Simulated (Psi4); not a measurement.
C₂H₅N, triplet, at a GFN2-xTB geometry (a higher spin typed on purpose: for a closed-shell molecule this is an excited state), with bond 6-1 at 1.25 times its length; HF/6-31G** in Psi4.

Input for Psi4:
```
memory 2 GB

molecule mol {
0 3
  C     1.182204   -0.187045    0.007617
  N    -0.136987    0.028125    0.449493
  C    -1.197139    0.183774   -0.355505
  H     1.537460    0.647190   -0.614808
  H     1.832214   -0.292396    0.876649
  H     1.274738   -1.313800   -0.774343
  H    -1.931252   -0.615643   -0.336592
  H    -1.646134    1.172049   -0.366423
}

set basis 6-31g**
set reference uhf
set stability_analysis follow
set scf_type pk

energy('scf')
print_variables()
```

Problem. Write the output that Psi4 gives for this input, abridged.

Solution. 
```
   => Loading Basis Set <=

    Name: 6-31G**
    Role: ORBITAL
    Keyword: BASIS

         ---------------------------------------------------------
                                   SCF
               by Justin Turney, Rob Parrish, Andy Simmonett
                          and Daniel G. A. Smith
                              UHF Reference
         ---------------------------------------------------------

  ==> Geometry <==

    Molecular point group: c1
    Full point group: C1

    Geometry (in Angstrom), charge = 0, multiplicity = 3:

       Center              X                  Y                   Z               Mass
    ------------   -----------------  -----------------  -----------------  -----------------
         C            1.205950081883    -0.185856261911    -0.013167237356    12.000000000000
         N           -0.113240918117     0.029313738089     0.428708762644    14.003074004430
         C           -1.173392918117     0.184962738089    -0.376289237356    12.000000000000
         H            1.561206081883     0.648378738089    -0.635592237356     1.007825032230
         H            1.855960081883    -0.291207261911     0.855864762644     1.007825032230
         H            1.298484081883    -1.312611261911    -0.795127237356     1.007825032230
         H           -1.907505918117    -0.614454261911    -0.357376237356     1.007825032230
         H           -1.622387918117     1.173237738089    -0.387207237356     1.007825032230

  Running in c1 symmetry.

  Rotational constants: A =      1.80597  B =      0.31493  C =      0.30258 [cm^-1]
  Rotational constants: A =  54141.62200  B =   9441.24326  C =   9071.08098 [MHz]
  Nuclear repulsion =   70.137059531566734

  Charge       = 0
  Multiplicity = 3
  Electrons    = 24
  Nalpha       = 13
  Nbeta        = 11

  ==> Algorithm <==

  SCF Algorithm Type is PK.
  DIIS enabled.
  MOM disabled.
  Fractional occupation disabled.
  Guess Type is SAD.
  Energy threshold   = 1.00e-06
  Density threshold  = 1.00e-06
  Integral threshold = 1.00e-12

  ==> Primary Basis <==

  Basis Set: 6-31G**
    Blend: 6-31G**
    Number of shells: 33
    Number of basis functions: 70
    Number of Cartesian functions: 70
    Spherical Harmonics?: false
    Max angular momentum: 2

  ==> Integral Setup <==

  Using in-core PK algorithm.
   Calculation information:
      Number of atoms:                   8
      Number of AO shells:              33
      Number of primitives:             70
[...]
  Energy and wave function converged.

    Wavefunction stable under totally symmetric rotations.
    Lowest totally symmetric eigenvalue: 0.082524
    Lowest UHF->UHF stability eigenvalues:
       A 0.082524

    Stability analysis over.

  ==> Post-Iterations <==

   @Spin Contamination Metric:   2.424741238E-02
   @S^2 Expected:                2.000000000E+00
   @S^2 Observed:                2.024247412E+00
   @S   Expected:                1.000000000E+00
   @S   Observed:                1.000000000E+00

    Orbital Energies [Eh]
    ---------------------

    Alpha Occupied:

[...]
      13A     -0.326830

    Alpha Virtual:

[...]
    Beta Occupied:

[...]
    Beta Virtual:

[...]
    Final Occupation by Irrep:
              A
    DOCC [    11 ]
    SOCC [     2 ]
    NA   [    13 ]
    NB   [    11 ]

  @UHF Final Energy:  -132.97003726002265

   => Energetics <=

    Nuclear Repulsion Energy =             70.1370595315667344
    One-Electron Energy =                -317.7559673896968206
    Two-Electron Energy =                 114.6488705981074361
    Total Energy =                       -132.9700372600226501

  UHF NO Occupations:
  HONO-2 :   11  A 1.9948013
  HONO-1 :   12  A 1.0000000
  HONO-0 :   13  A 1.0000000
  LUNO+0 :   14  A 0.0051987
  LUNO+1 :   15  A 0.0040508
  LUNO+2 :   16  A 0.0011642
  LUNO+3 :   17  A 0.0008618

Computation Completed

Properties will be evaluated at   0.000000,   0.000000,   0.000000 [a0]

Properties computed using the SCF density matrix

 Multipole Moments:

 ------------------------------------------------------------------------------------
     Multipole            Electronic (a.u.)      Nuclear  (a.u.)        Total (a.u.)
 ------------------------------------------------------------------------------------

 L = 1.  Multiply by 2.5417464519 to convert [e a0] to [Debye]
 Dipole X            :         -0.9272507            1.1119394            0.1846886
 Dipole Y            :          0.4382429           -0.3719383            0.0663046
 Dipole Z            :          0.9563714           -1.2381782           -0.2818068
 Magnitude           :                                                    0.3433967

 ------------------------------------------------------------------------------------

  Variable Map:
  ----------------------------------------------------------------------------
[...]
  Array Variable Map:
  ----------------------------------------------------------------------------
[...]
[...]
```
